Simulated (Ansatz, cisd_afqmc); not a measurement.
Species: GaF, charge 0, singlet. GaF (SMILES [F][Ga]).
B3LYP-D3(BJ)/def2-TZVP minimum from Ansatz (a first-principles code):
```xyz
2

Ga     0.0000     0.0000    -0.4051
F      0.0000     0.0000     1.3954
```

Total energies in cc-pVDZ, 10 correlated electrons, 15 frozen orbitals. UHF or UKS for unpaired electrons; spin-orbit terms are left out. Cores are frozen in correlated methods (noble-gas shells, and filled d and f shells in the p block). No relativity. The Monte Carlo rows (phaseless AFQMC, CISD trial, step 0.005/hartree) carry one-sigma bars that omit the constraint's bias. Outlying blocks are dropped, and bars are widened where a walk drifts. Over all cases where full CI ran beside it in this data, AFQMC minus full CI had a median of +0.1 mEh and passed +0.4 mEh in a tenth of the cases.

```csv
method,program,energy (Eh),minus CCSDTQ (mEh)
HF,Ansatz,-2022.71437,253.05
MP2,Ansatz,-2022.95103,16.39
CCSD,Ansatz,-2022.96182,5.60
CCSD(T),Ansatz,-2022.96651,0.91
CCSDT(Q),Ansatz,-2022.96753,-0.10
CCSDTQ,Ansatz,-2022.96742,0.00
AFQMC/CISD,cisd_afqmc,-2022.9677 ± 0.0005,-0.3 ± 0.5
```

Rough core times of Ansatz's runs on a shared machine: CCSD(T) under 20 s, CCSDT(Q) under 20 s, CCSDTQ 3 min.
